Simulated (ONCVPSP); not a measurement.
## Tm (Z = 69): ONCV pseudisation with PBE, scalar-relativistic reference atom.

* Element: Tm
* Generator: ONCVPSP 4.0.1
* Type: optimised norm-conserving Vanderbilt (ONCV)
* Functional: PBE
* Relativity: scalar-relativistic
* Frozen core: [Xe]
* Valence charge: 15
* Reference configuration: 4f13 5d0.5 6s1.5
* Partial waves: 6s: rc 3.50 bohr, ncon 4, nbas 9, qcut 1.8 1/bohr, 2 projectors, debl 2.7 Ha; p scattering state at 0.02 Ha: rc 3.05 bohr, ncon 5, nbas 8, qcut 2.2 1/bohr, 2 projectors, debl 2.6 Ha; 5d: rc 3.85 bohr, ncon 4, nbas 9, qcut 3.9 1/bohr, 1 projector; 4f: rc 0.65 bohr, ncon 3, nbas 6, qcut 16.4 1/bohr, 1 projector
* Local potential: polynomial inside 0.60 bohr (lpopt 5, dvloc0 2 Ha)
* Core correction: Teter function, fcfact 5.5, rcfact 1.65

Poles of the logarithmic derivatives, all-electron (AE) and pseudo (PS). s: poles at 0.4, 2.8 (AE) and 0.4, 2.8, 3.2 (PS) Ha. p: poles at -0.9, 1.5 (AE) and 0.6, 1.6, 4.1 (PS) Ha. d: poles at 0.1, 1.4, 3.6 (AE) and 0.1, 1.7 (PS) Ha. f: poles at no energy (AE) and no energy (PS) Ha. Test radii: s 3.55, p 3.09, d 3.90, f 0.66 bohr.

- Ghost test: ghosts flagged at negative energy: s at -884.5 eV, s at -109.8 eV, p at -434.9 eV, d at -67.6 eV; GHOST(+) flagged for s at 79.0 eV, d at 255.7 eV, p at 382.8 eV; a true bound ghost makes a file unfit for plane-wave use
- Configuration tests: tests left out (the all-electron energies of this program are off by 10 to 40 meV for near-neutral 4f atoms)
- rms error of d²Exc/dni dnj: 8.45 mHa without and 8.28 mHa with the model core
